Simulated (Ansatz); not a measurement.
Start from `Cl[SiH]1[CH2][AlH]1` and change one element to get `Cl[SiH]1BC1`.

Ansatz, PBE0-D4/def2-TZVP geometries, multiplicity 1. 

```tsv
property	`Cl[SiH]1[CH2][AlH]1`
LUMO energy (PBE0/def2-TZVPP) / eV	-2.04
LUMO energy (ωB97M-V/def2-TZVPP) / eV	-0.35
HOMO–LUMO gap (ωB97M-V/def2-TZVPP) / eV	7.80
ideal-gas entropy at 298 K and 1 bar (rigid rotor, harmonic PBE0-D4/def2-TZVP) / J/(mol·K)	333
LUMO energy (B3LYP/def2-TZVPP) / eV	-2.20
LUMO energy (PBE/def2-TZVPP) / eV	-2.80
```

Problem. What does the change do to each property? (Estimate.)

Solution. The calculation gave: 
| property | `Cl[SiH]1BC1` | shift |
| --- | --- | --- |
| LUMO energy (PBE0/def2-TZVPP) / eV | -1.45 | 0.59 |
| LUMO energy (ωB97M-V/def2-TZVPP) / eV | 0.52 | 0.87 |
| HOMO–LUMO gap (ωB97M-V/def2-TZVPP) / eV | 9.76 | 1.96 |
| ideal-gas entropy at 298 K and 1 bar (rigid rotor, harmonic PBE0-D4/def2-TZVP) / J/(mol·K) | 310 | -23 |
| LUMO energy (B3LYP/def2-TZVPP) / eV | -1.62 | 0.58 |
| LUMO energy (PBE/def2-TZVPP) / eV | -2.37 | 0.43 |

With PBE0 the HOMO falls by 0.97 eV and the LUMO rises by 0.59 eV, so the gap widens by about 1.56 eV. PBE moves the HOMO by -0.90 eV and ωB97M-V by -1.09 eV.

B3LYP here is the variant with VWN-RPA as its local correlation; programs differ in this.
